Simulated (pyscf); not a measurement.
# HN=Ta(NH₂)(NH₂)–OH, singlet

Gas-phase minimum from PySCF at ωB97X-D3(BJ)/def2-SVP, one conformer. 

SMILES: [NH]=[Ta]([NH2])([NH2])[OH]
```xyz
11

N     -0.8327     0.0603     1.5593
Ta    -0.7946    -0.2383    -0.1836
N     -0.4102    -2.1845    -0.4010
N      0.6840     0.8931    -0.9023
O     -2.4121     0.1806    -1.1347
H     -0.9651     0.2680     2.5409
H     -0.1840    -2.8425     0.3383
H     -0.3560    -2.6547    -1.3024
H      1.3395     1.4471    -0.3600
H      0.9274     0.9492    -1.8892
H     -3.2989     0.5185    -0.9981
```

Bond lengths (Å): N1–Ta2 1.769, N1–H6 1.012, Ta2–N3 1.996, Ta2–N4 1.996, Ta2–O5 1.923, N3–H7 1.015, N3–H8 1.018, N4–H9 1.015, N4–H10 1.018, O5–H11 0.959. Angles (°): Ta2–N1–H6 173.3, N1–Ta2–N3 106.0, N1–Ta2–N4 106.0, N1–Ta2–O5 115.6, N3–Ta2–N4 111.8, N3–Ta2–O5 108.7, N4–Ta2–O5 108.8, Ta2–N3–H7 126.6, Ta2–N3–H8 123.9, H7–N3–H8 109.5, Ta2–N4–H9 126.5, Ta2–N4–H10 123.9, H9–N4–H10 109.5, Ta2–O5–H11 141.7.

Properties at ωB97X-D3(BJ)/def2-SVP:

```
Item                                                                                                                                                                                                                                                                Result
---------------------------------------------------------------------------------------------------------------------  ---------------------------------------------------------------------------------------------------------------------------------------------------
Harmonic wavenumbers, unscaled                                                                                         170, 177, 185, 193, 206, 282, 303, 377, 426, 450, 484, 564, 576, 581, 593, 676, 682, 710, 1018, 1529, 1532, 3593, 3595, 3693, 3693, 3716, 3996 cm⁻¹
Zero-point energy                                                                                                                                                                                                                                            48.6 kcal/mol
Rotational symmetry number                                                                                                                                                                                                                                               1
Entropy of this conformer at 298 K and 1 atm, rigid rotor and harmonic oscillator, modes under 100 cm⁻¹ raised to 100                                                                                                                                      376.7 J/(mol K)
Dipole moment                                                                                                                                                                                                                                                       0.79 D
```

Single-point totals, which compare only within one level:

| level | total energy (hartree) |
|---|---|
| ωB97X-D3(BJ)/def2-TZVP | -300.48541 |
| PBE/def2-TZVP | -300.14882 |
| r²SCAN/def2-TZVP | -300.29511 |
| B3LYP-D3(BJ)/def2-TZVP | -300.42945 |
| PBE0-D3(BJ)/def2-TZVP | -300.10804 |
| M06-2X/def2-TZVP | -300.17850 |
| ωB97M-D3(BJ)/def2-TZVP | -300.40395 |

Soft torsions are taken as harmonic, which can shift the entropy by several J/(mol K). Elements past Kr carry the def2 core potentials, without spin-orbit coupling.
